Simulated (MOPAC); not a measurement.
Job for MOPAC: AM1 on CH4SSe (SMILES CS[SeH]), a point of a torsion scan.

```
AM1 1SCF PRECISE CHARGE=0 THREADS=1
CH4SSe

C     -0.86047616 1    -0.18715794 1     0.06759355 1
S      0.02556572 1     1.37778957 1    -0.21818306 1
Se     2.12931860 1     0.74283839 1    -0.00078713 1
H     -0.55315011 1    -0.93386523 1    -0.65881401 1
H     -1.91193761 1     0.04521543 1    -0.06290230 1
H     -0.67965818 1    -0.53251532 1     1.08176280 1
H      1.86401357 1    -0.32169577 1     0.96027582 1
```

It printed:

```
*******************************************************************************
 **                                                                           **
 **                              MOPAC v23.2.5                                **
 **                                                                           **
 *******************************************************************************
 ** MOPAC's Digital Object Identifier: https://doi.org/10.5281/zenodo.6511958 **
 **                                                                           **
 ** Please cite the open-source release paper for use of this MOPAC version:  **
 ** J. E. Moussa and J. J. P. Stewart (2026)                                  **
 ** MOPAC: An open-source semiempirical molecular orbital program             **
 ** J. Open Source Softw., 11(119), 8025, https://doi.org/10.21105/joss.08025 **
 *******************************************************************************

                              AM1 CALCULATION RESULTS

 *******************************************************************************
 *  AM1        - The AM1 Hamiltonian to be used
 *
 *
 *
 *                 CHARGE ON SYSTEM = 0
 *
 *
 *
 *  PRECISE    - TIGHTER CRITERIA TO BE USED
 *  1SCF       - DO 1 SCF AND THEN STOP
 *  THREADS=1  - MULTI-THREADING NOT USED
 *  T=         - A TIME OF 172800.0 SECONDS REQUESTED
 *  DUMP=N     - RESTART FILE WRITTEN EVERY 7200.0 SECONDS REQUESTED
 *******************************************************************************
AM1 1SCF PRECISE CHARGE=0 THREADS=1
 CH4SSe

   ATOM   CHEMICAL          X               Y               Z
  NUMBER   SYMBOL      (ANGSTROMS)     (ANGSTROMS)     (ANGSTROMS)

     1       C         -0.86047616  *  -0.18715794  *   0.06759355  *
     2       S          0.02556572  *   1.37778957  *  -0.21818306  *
     3      Se          2.12931860  *   0.74283839  *  -0.00078713  *
     4       H         -0.55315011  *  -0.93386523  *  -0.65881401  *
     5       H         -1.91193761  *   0.04521543  *  -0.06290230  *
     6       H         -0.67965818  *  -0.53251532  *   1.08176280  *
     7       H          1.86401357  *  -0.32169577  *   0.96027582  *



          CARTESIAN COORDINATES

    NO.       ATOM           X           Y           Z

     1         C         -0.8605     -0.1872      0.0676
     2         S          0.0256      1.3778     -0.2182
     3        Se          2.1293      0.7428     -0.0008
     4         H         -0.5532     -0.9339     -0.6588
     5         H         -1.9119      0.0452     -0.0629
     6         H         -0.6797     -0.5325      1.0818
     7         H          1.8640     -0.3217      0.9603

  H: (AM1): M.J.S. DEWAR ET AL, J. AM. CHEM. SOC. 107 3902-3909 (1985)
  C: (AM1): M.J.S. DEWAR ET AL, J. AM. CHEM. SOC. 107 3902-3909 (1985)
  S: (AM1): M.J.S. DEWAR, Y-C YUAN, INORGANIC CHEMISTRY, 29, 3881:3890,  (1990)
 Se: (AM1): J. J. P. STEWART, J. MOL. MOD., 10, 155-164 (2004)

           Empirical Formula: C H4 S Se  =     7 atoms



      MOLECULAR POINT GROUP   :   C1


      RHF CALCULATION, NO. OF DOUBLY OCCUPIED LEVELS = 10


 -------------------------------------------------------------------------------
 AM1 1SCF PRECISE CHARGE=0 THREADS=1
 CH4SSe



     1SCF WAS SPECIFIED, SO BFGS WAS NOT USED
     SCF FIELD WAS ACHIEVED


                              AM1 CALCULATION
                                                       MOPAC v23.2.5 Linux




          FINAL HEAT OF FORMATION =         16.31605 KCAL/MOL =      68.26637 KJ/MOL


          COSMO AREA              =        111.60 SQUARE ANGSTROMS
          COSMO VOLUME            =        100.05 CUBIC ANGSTROMS

          IONIZATION POTENTIAL    =          7.702197 EV
          HOMO LUMO ENERGIES (EV) =         -7.702 -1.835
          NO. OF FILLED LEVELS    =         10
          MOLECULAR WEIGHT        =        127.0626         POINT GROUP:  C1

          MOLECULAR DIMENSIONS (Angstroms)

            Atom       Atom       Distance
            H     5   Se     3     4.10150
            H     7    S     2     2.29883
            H     4    H     6     1.71495


          SCF CALCULATIONS        =          1





   ATOM   CHEMICAL          X               Y               Z
  NUMBER   SYMBOL      (ANGSTROMS)     (ANGSTROMS)     (ANGSTROMS)

     1       C         -0.86047616  *  -0.18715794  *   0.06759355  *
     2       S          0.02556572  *   1.37778957  *  -0.21818306  *
     3      Se          2.12931860  *   0.74283839  *  -0.00078713  *
     4       H         -0.55315011  *  -0.93386523  *  -0.65881401  *
     5       H         -1.91193761  *   0.04521543  *  -0.06290230  *
     6       H         -0.67965818  *  -0.53251532  *   1.08176280  *
     7       H          1.86401357  *  -0.32169577  *   0.96027582  *

                             CARTESIAN COORDINATES

   1    C       -0.860476160    -0.187157940     0.067593550
   2    S        0.025565720     1.377789570    -0.218183060
   3   Se        2.129318600     0.742838390    -0.000787130
   4    H       -0.553150110    -0.933865230    -0.658814010
   5    H       -1.911937610     0.045215430    -0.062902300
   6    H       -0.679658180    -0.532515320     1.081762800
   7    H        1.864013570    -0.321695770     0.960275820


           Empirical Formula: C H4 S Se  =     7 atoms



      MOLECULAR POINT GROUP   :   C1


                  EIGENVALUES
 -30.18794 -20.68796 -16.91777 -14.98426 -14.91300 -13.74809 -11.91116 -11.13653
  -9.68191  -7.70220  -1.83505   0.03798   1.01009   3.86504   3.91574   4.44311


              NET ATOMIC CHARGES AND DIPOLE CONTRIBUTIONS

  ATOM NO.   TYPE          CHARGE      No. of ELECS.   s-Pop       p-Pop
    1          C          -0.280206        4.2802     1.23465     3.04555
    2          S          -0.152042        6.1520     1.91862     4.23342
    3         Se           0.162769        5.8372     1.96726     3.86997
    4          H           0.101002        0.8990     0.89900
    5          H           0.118629        0.8814     0.88137
    6          H           0.095793        0.9042     0.90421
    7          H          -0.045945        1.0459     1.04595
 DIPOLE           X         Y         Z       TOTAL
 POINT-CHG.     0.722    -0.775    -0.002     1.059
 HYBRID        -0.612    -1.418     0.662     1.680
 SUM            0.110    -2.192     0.660     2.292


          ATOMIC ORBITAL ELECTRON POPULATIONS

     Atom    s        px        py        pz
    1  C   1.23465   1.03726   0.96567   1.04262
    2  S   1.91862   1.12047   1.16312   1.94984
    3 Se   1.96726   0.90993   1.43160   1.52844
    4  H   0.89900
    5  H   0.88137
    6  H   0.90421
    7  H   1.04595

 **********************
 *                    *
 * JOB ENDED NORMALLY *
 *                    *
 **********************




 == MOPAC DONE ==
```

The run finished.

Cost: roughly 0.020 core-seconds.
